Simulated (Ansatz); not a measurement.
```yaml
crystal:
  periodic: [false, false, false]
  atoms:
    - {symbol: C, position_ang: [0.192670, -1.232255, 0.719590]}
    - {symbol: C, position_ang: [0.570428, 0.285855, 0.392885]}
    - {symbol: Ga, position_ang: [-0.596577, 1.159145, -1.054467]}
    - {symbol: Cl, position_ang: [-2.264875, 0.060440, -2.087285]}
    - {symbol: Cl, position_ang: [-0.329893, 3.279170, -1.749290]}
    - {symbol: H, position_ang: [-0.887105, -1.331988, 1.091920]}
    - {symbol: H, position_ang: [0.880879, -1.657941, 1.534030]}
    - {symbol: H, position_ang: [0.292383, -1.904322, -0.203909]}
    - {symbol: H, position_ang: [1.657415, 0.386326, 0.033733]}
    - {symbol: H, position_ang: [0.484664, 0.955580, 1.322792]}
basis:
  gaussian: {orbitals: pcseg-2, final_grid: {core_spheres: 1, valence_spheres: 1, degree: 3}}
hamiltonian: {xc: {name: PBE}}
output: {forces: true}
```

```sh
$ ansatz run in.yaml --threads 4 --pin off --events-out ev --progress --plain --max-ram 10444MiB
```

It prints (some lines left out):

```
Functional definition: PBE
1498 factors; their error is unknown
mean field evaluation 1: about -79549.7917 eV, gradient 7.8e1 eV
mean field evaluation 2: about -79455.3389 eV, gradient 1.6e2 eV
mean field evaluation 4: about -79563.5751 eV, gradient 1.6e1 eV
mean field evaluation 8: about -79564.1525 eV, gradient 3.3e-1 eV
mean field evaluation 32: about -80110.2820 eV, gradient 7.7e0 eV
a density is far from that of the atoms, so the factors are made again for it
1949 factors; integrals over basis functions are off by at most 1.4e-4 eV
mean field evaluation 224: about -80110.0883 eV, gradient 1.4e0 eV
mean field -80110.32913129 eV, -2944.0002948435 hartree, gradient 2.7e-5 eV, S^2 0.000000; 5 other end points of the search recorded, 0 dependent functions left out
reference -80110.32946583 eV, -2944.0003071378 hartree; 41, 41 occupied and 200, 200 virtual orbitals, 1949 factors
Total energy: -80110.32946583 eV, -2944.0003071378 hartree
Atom 0 at     0.192670    -1.232255     0.719590 Å, force    20.054284     4.583187    16.087043 eV/Å
Atom 1 at     0.570428     0.285855     0.392885 Å, force   -14.772447     2.186461   -14.266137 eV/Å
Atom 2 at    -0.596577     1.159145    -1.054467 Å, force   -27.826470   -23.212782   -14.941474 eV/Å
Atom 3 at    -2.264875     0.060440    -2.087285 Å, force     1.047085    -8.917016     4.949604 eV/Å
Atom 4 at    -0.329893     3.279170    -1.749290 Å, force    25.507047     9.485992    18.818322 eV/Å
Atom 5 at    -0.887105    -1.331988     1.091920 Å, force     5.013606     0.187631   -10.229373 eV/Å
Atom 6 at     0.880879    -1.657941     1.534030 Å, force    -4.927221    11.675751    -9.667591 eV/Å
Atom 7 at     0.292383    -1.904322    -0.203909 Å, force    -8.169842     6.580914     4.259486 eV/Å
Atom 8 at     1.657415     0.386326     0.033733 Å, force    -3.870511     1.550906     8.906260 eV/Å
Atom 9 at     0.484664     0.955580     1.322792 Å, force     7.944467    -4.121045    -3.916140 eV/Å
Dipole moment:     5.078301    -5.840232     7.187900 e Å
```

Problem. What is wrong with this run?

Solution. The integration grid is far too coarse. Self-consistency was reached. The result belongs to that input, not to the molecule as meant.
